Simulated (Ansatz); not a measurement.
`O/C(Cl)=C/[SiH3]`, relaxed with RKS PBE-D4/def2-SVP in the Gaussian-basis code of Ansatz from a rough embedded geometry. The force threshold is 0.03 eV/Å; the program also tests the step.

The species carries charge 0 and has multiplicity 1.

Start:

```xyz
10

O    -1.202   -1.055    1.789
C    -0.710   -0.163    0.970
Cl   -1.186    1.448    1.252
C     0.089   -0.539   -0.072
Si    0.964    0.410   -1.299
H    -1.804   -0.600    2.439
H     0.337   -1.603   -0.093
H     1.748   -0.480   -2.177
H     1.817    1.457   -0.662
H    -0.052    1.125   -2.147
```

| step | energy (eV) | largest force (eV/Å) | largest move (Å) |
| --- | --- | --- | --- |
| 1 | -24578.2815 | 1.872 | 0.000 |
| 2 | -24578.4883 | 1.092 | 0.089 |
| 3 | -24578.5286 | 0.452 | 0.054 |
| 4 | -24578.5406 | 0.244 | 0.046 |
| 5 | -24578.5452 | 0.106 | 0.017 |
| 6 | -24578.5474 | 0.058 | 0.024 |
| 7 | -24578.5480 | 0.011 | 0.015 |

End:

```xyz
10

O    -1.268   -1.057    1.856
C    -0.694   -0.244    0.948
Cl   -1.117    1.460    1.154
C     0.131   -0.652   -0.039
Si    0.935    0.462   -1.304
H    -1.818   -0.520    2.457
H     0.315   -1.740   -0.060
H     1.782   -0.393   -2.207
H     1.818    1.499   -0.659
H    -0.083    1.186   -2.146
```

Hardware: 4 threads of an Intel Xeon on a shared host. Wall time 7 s, peak host memory 0.17 GiB.
